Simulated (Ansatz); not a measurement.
Input for Ansatz (a program for electronic structure): R-RI-MP2/def2-QZVPP on H3NSTe (SMILES N[Te]S), a point of a torsion scan. Elements past Kr take the def2 small-core potentials; no spin–orbit coupling. Files ending in .json are basis or fitting sets from the Basis Set Exchange. The run froze 15 orbitals, filled d shells among them.

Ansatz 0.2 input:
```yaml
crystal:
  periodic: [false, false, false]
  atoms:
    - {symbol: N, position_ang: [-1.43733946, 0.08272442, 0.25676403]}
    - {symbol: Te, position_ang: [0.06799740, -1.02333351, 1.05365504]}
    - {symbol: S, position_ang: [1.86270386, -0.45400089, -0.43402261]}
    - {symbol: H, position_ang: [-1.26162547, 1.07870264, 0.27348216]}
    - {symbol: H, position_ang: [-1.66570681, -0.17970738, -0.69270851]}
    - {symbol: H, position_ang: [2.34135744, 0.59963685, 0.21918515]}
basis:
  gaussian:
    orbitals: def2-QZVPP.json
    fitting: {mean_field: def2-universal-JKFIT, correlation: def2-QZVPP-RIFIT.json}
magnetization: {spin_polarized: false}
correlation: {method: mp2, electrons: outside_noble_gas}
scf: {lower_state_search: off}
```

Q: What total energy does the run end on?

A: -721.3671 hartree.

Q: How many basis functions does it have, and what does it roughly cost on one machine?

A: 299 functions; roughly 6 core-seconds.
